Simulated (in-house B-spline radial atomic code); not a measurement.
Values are calculated unless marked as measured or tabulated.
**Weak and strong correlation along the adiabatic connection**

Two-electron singlets in several external potentials (atomic units), by full CI in B-splines with partial waves to l = 8 (correlation energies up to 0.6 % small). The repulsion is scaled by λ at fixed density; W(λ) is the mean repulsion less the Hartree energy, W(0) = E_x, and the area under W from 0 to 1 is E_xc.

Relative drop (W(λ) − E_x)/E_x:

```tsv
system	λ = 0.12	λ = 0.25	λ = 0.4	λ = 0.6	λ = 0.8	λ = 1
−V exp(−r²/w²), V = 0.722, w = 4.55	0.0355	0.0675	0.0978	0.1301	0.1557	0.1764
−Z/r, Z = 0.924, wall at 3.4 bohr	0.0175	0.0348	0.0528	0.0740	0.0926	0.1090
−V exp(−r²/w²), V = 1.88, w = 3.13	0.0222	0.0437	0.0655	0.0907	0.1122	0.1306
−Z exp(−kr)/r, Z = 2.47, k = 0.321	0.0088	0.0178	0.0278	0.0403	0.0521	0.0631
ω²r²/2, ω = 0.302	0.0291	0.0563	0.0830	0.1125	0.1366	0.1565
−Z/r, Z = 6, wall at 0.7 bohr	0.0028	0.0059	0.0093	0.0138	0.0181	0.0224
−V exp(−r²/w²), V = 4.88, w = 2.05	0.0138	0.0276	0.0425	0.0605	0.0768	0.0915
```

Problem. Order the systems by how far second-order (GL2) theory, half the initial slope (estimated from the first points of each curve), overshoots the correlation energy, least first.
A. ω²r²/2, ω = 0.302
B. −Z/r, Z = 6, wall at 0.7 bohr
C. −Z/r, Z = 0.924, wall at 3.4 bohr
D. −V exp(−r²/w²), V = 4.88, w = 2.05
E. −V exp(−r²/w²), V = 1.88, w = 3.13
F. −V exp(−r²/w²), V = 0.722, w = 4.55
G. −Z exp(−kr)/r, Z = 2.47, k = 0.321

Solution. B (GL2/E_c = 1.04), G (GL2/E_c = 1.12), D (GL2/E_c = 1.19), C (GL2/E_c = 1.26), E (GL2/E_c = 1.32), A (GL2/E_c = 1.42), F (GL2/E_c = 1.52).

Problem. What else changes along this order?

Solution. The ratio follows the bend of the curve. With it the leading natural occupation goes from 1.999 to 1.895 and −T_c/E_c from 0.96 to 0.66 between the first and the last.
